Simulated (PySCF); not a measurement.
Computed IR spectrum (relative IR intensity) of a molecule C3H7NOSi. Coordinates come from a B3LYP-D3(BJ)/def2-SVP optimisation. One conformer was computed; it need not be the lowest. Calculation: B3LYP-D3(BJ)/def2-SVP (PySCF 2.14.0). Frequencies are harmonic and unscaled.

ν (cm⁻¹): 456 (vw), 509 (w), 570 (w), 669 (w), 692 (w), 746 (w), 792 (w), 826 (vw), 883 (w), 980 (s), 985 (w), 1048 (w), 1131 (vs), 1254 (w), 1476 (vw), 1685 (vs), 2231 (m), 2236 (m), 3028 (w), 3064 (vw), 3115 (w), 3127 (w) (against the strongest line: vs over 80 %, s over 45 %, m over 15 %, w over 4 %, vw less)

Q: Which molecule gave these data?
(A) C[Si@@]1(N)C=CO1
(B) CO[Si@H]1C=NC1
(C) C[C@H]1OC=N[SiH2]1
(D) C/N=C1/OC[SiH2]1

A: C, C[C@H]1OC=N[SiH2]1
